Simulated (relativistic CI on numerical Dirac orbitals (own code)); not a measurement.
Pt5+: 4f photoemission

Computed with this model: Dirac-Coulomb-Breit CI, separate exchange-only KLI orbitals for each configuration, a model potential for QED, valence Slater integrals scaled by 0.8, multiplet model of photoemission in the sudden approximation; configurations [Xe] 4f14 5d5 → [Xe] 4f13 5d5; 80 K; Lorentzian 0.25 eV and Gaussian 0.5 eV FWHM. Energies are those of the free ion, without screening or charge transfer. The energies are binding energies and can lie tens of eV above those of solids. S is read from ⟨S²⟩ = S(S + 1).

free ion: ground-state S = 2.31, centroid 151.35 eV. Peaks (eV, height): 149.7 (100), 152.9 (53), 153.8 (32).

Strongest unbroadened transitions for free ion:

```csv
Energy (eV),Relative strength
149.28,100.0
149.58,85.2
149.74,69.0
149.92,52.5
149.96,33.5
150.55,22.4
152.44,7.7
152.57,7.4
152.75,21.3
152.78,16.6
152.84,9.5
152.86,22.1
152.92,24.6
153.15,15.7
153.31,29.6
153.78,20.6
153.88,12.9
153.95,15.2
```
